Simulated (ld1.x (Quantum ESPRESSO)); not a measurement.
# Ge (Z = 32): variants of one TM potential

Base potential:

```
Element                 : Ge (Z = 32)
Generator               : ld1.x (Quantum ESPRESSO) 7.5
Type                    : norm-conserving Troullier–Martins (Kleinman–Bylander form)
Functional              : LDA (PZ)
Relativity              : scalar-relativistic
Frozen core             : [Ar] 3d10
Valence charge          : 4
Reference configuration : 4s1.75 4p2.25
Partial waves           : 4s (bound): rc 1.90 bohr; 4p (bound): rc 1.65 bohr
Local potential         : all-electron potential smoothed inside 1.40 bohr (lloc = -1)
Core correction         : Bessel-smoothed model core, default radius (core density twice the valence density)
```

Cutoffs, loose and tight: the cutoffs (Ry, on a coarse ladder) from which the occupation-weighted sum of valence levels, in a spherical-Bessel basis at the reference potential, stays within 10 and 1 mRy of its value at 400 Ry. They do not see the model core or the augmentation charge, which bear on the density cutoff. Test errors are all-electron minus pseudo excitation energies from the reference, over the configurations 4s2 4p2; 4s2 4p1; 4s2 4p0; 4s1 4p3; 4s1 4p0; 4s0 4p4; 4s2 4p2.3 (two spin-polarised tests are not counted in the largest error). A dash means not determined; rows that change the core or the reference have their own tests. The largest error is taken over the tests solved by every variant that gives reliable tests at all: 4s0 4p4; 4s1 4p3; 4s2 4p0; 4s2 4p1; 4s2 4p2; 4s2 4p2.3.

A true bound ghost makes a file unfit for plane-wave use even where its test errors are small: the radial tests pick states by their node count and pass the ghost by. Where a test does run into it, the solver fails or the error is huge.

| change | outcome | cutoff, loose | cutoff, tight | bound ghosts | largest test error (meV) |
| --- | --- | --- | --- | --- | --- |
| base | generated | 18 Ry | 40 Ry | none | -30 |
| all radii but the core radius scaled by about 0.75 (s 1.44, p 1.24 bohr); local potential all-electron potential smoothed inside 1.06 bohr (lloc = -1) | generated | 140 Ry | 200 Ry | s | -53 |
| all radii but the core radius scaled by about 0.88 (s 1.68, p 1.46 bohr); local potential all-electron potential smoothed inside 1.24 bohr (lloc = -1) | generated | 40 Ry | 70 Ry | s | -56 |
| all radii but the core radius scaled by about 1.04 (s 1.98, p 1.72 bohr); local potential all-electron potential smoothed inside 1.46 bohr (lloc = -1) | generated | 15 Ry | 40 Ry | none | -37 |
| all radii but the core radius scaled by about 1.18 (s 2.24, p 1.94 bohr); local potential all-electron potential smoothed inside 1.64 bohr (lloc = -1) | generated | 15 Ry | 30 Ry | none | -70 |
| all radii but the core radius scaled by about 1.28 (s 2.44, p 2.12 bohr); local potential all-electron potential smoothed inside 1.80 bohr (lloc = -1) | generated | 12 Ry | 25 Ry | none | -99 |
| all radii but the core radius scaled by about 1.37 (s 2.60, p 2.26 bohr); local potential all-electron potential smoothed inside 1.92 bohr (lloc = -1) | generated | 10 Ry | 21 Ry | none | -136 |

Reading the sweep of the scale of all radii but the core radius (base = 1) (base included, trends over the rows without a ghost): The loose cutoff falls from 18 Ry at 1 to 10 Ry at 1.37. A larger radius leaves more room for a smooth pseudo-wave, so fewer plane waves are needed; a smaller one forces it to follow the all-electron wave where it bends sharply. The median size of the test errors (rows with all tests solved) is not monotonic: lowest 5.2 meV at 1, highest 14.5 meV at 1.28. Bound ghosts are found at 0.75, 0.88.
